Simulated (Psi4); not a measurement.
Pair of molecules, SMILES N#N with SMILES [GeH4] (the first has 2 atoms); geometry from B3LYP-D3(BJ)/def2-TZVP.
(charge 0, multiplicity 1):
```xyz
7

N     -0.21362    -0.07657    -1.11253
N     -0.50002     0.37811    -0.16329
Ge     0.14165    -0.05905     3.35463
H      0.51980    -0.38048     4.80891
H     -0.53916    -1.28224     2.72325
H      1.41160     0.28368     2.56210
H     -0.82041     1.13658     3.32684
```

All values below come from Psi4 with SAPT0/aug-cc-pVDZ.

Problem. Which attractive term is largest, and how does the interaction split up?

Solution. electrostatics -0.41, exchange 0.97, induction -0.11, dispersion -1.05, total -0.59 kcal/mol; the largest attraction is dispersion.
